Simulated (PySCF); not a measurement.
How methods differ on the ionisation energy of Kr

Kr [Kr] (1S) → Kr+ [Ar] 3d10 4s2 4p5 (2P), as a difference of total energies. Computed with PySCF 2.14 in aug-cc-pwCVTZ-PP with ECP10MDF (8s7p6d4f1g, 96 functions), with a scalar-relativistic core potential. Correlated levels: valence: 3s2 3p6 3d10 frozen. The calculations carry no spin-orbit coupling.

| method | ionisation energy (eV) |
| --- | --- |
| UHF | 13.043 |
| MP2 (valence) | 14.040 |
| SCS-MP2 (valence) | 13.956 |
| CCSD (valence) | 13.911 |
| CCSD(T) (valence) | 13.962 |

Errors of the correlated levels include the incompleteness of this basis and the frozen core.

Question: Which method comes closest to the reference value, and which is furthest?

Answer: The reference is 14.222 eV (measured; NIST levels, between the centres of gravity of the two terms). Closest: MP2 (valence) (error -0.182 eV); furthest: UHF (error -1.179 eV).
